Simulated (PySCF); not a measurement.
**Finite-field polarisability of Os (osmium, neutral)**

[Xe] 4f14 5d6 6s2, high-spin 5D determinant. Calculation: PySCF 2.14, in def2-TZVPPD with the def2 core potential (60 electrons) (6s5p3d2f1g, 59 functions); a scalar-relativistic core potential. Frozen: 5s2 5p6. Energy changes in a uniform field (μhartree):

```json
{"axis": "x", "F (au)": "0.0016", "HF": "-95.429", "MP2": "-52.522", "CCSD": "-73.652", "CCSD(T)": "-72.140"}
{"axis": "x", "F (au)": "0.0032", "HF": "-381.652", "MP2": "-210.529", "CCSD": "-294.624", "CCSD(T)": "-288.583"}
{"axis": "z", "F (au)": "0.0017", "HF": "-103.485", "MP2": "-65.107", "CCSD": "-82.605", "CCSD(T)": "-81.325"}
{"axis": "z", "F (au)": "0.0034", "HF": "-414.081", "MP2": "-260.288", "CCSD": "-330.445", "CCSD(T)": "-325.311"}
```

By symmetry the remaining axis equals x.

Derive α along x at CCSD(T) from the two fields.

With ΔE = −αF²/2 − γF⁴/24, α = −(16 ΔE(F) − ΔE(2F))/(6F²) = 56.36 bohr³.

And the mean polarisability at each level?

The components xx, yy, zz at CCSD(T) are 56.36, 56.36, 56.28, the third axis being equal by symmetry to one of the two computed. Means: HF 73.57, MP2 42.36, CCSD 57.41, CCSD(T) 56.33 bohr³. Reference: 57 ± 3 bohr³ (recommended; Schwerdtfeger and Nagle, table of static dipole polarizabilities (2023 update)).

Spin-orbit coupling, absent here, splits the open shell strongly.
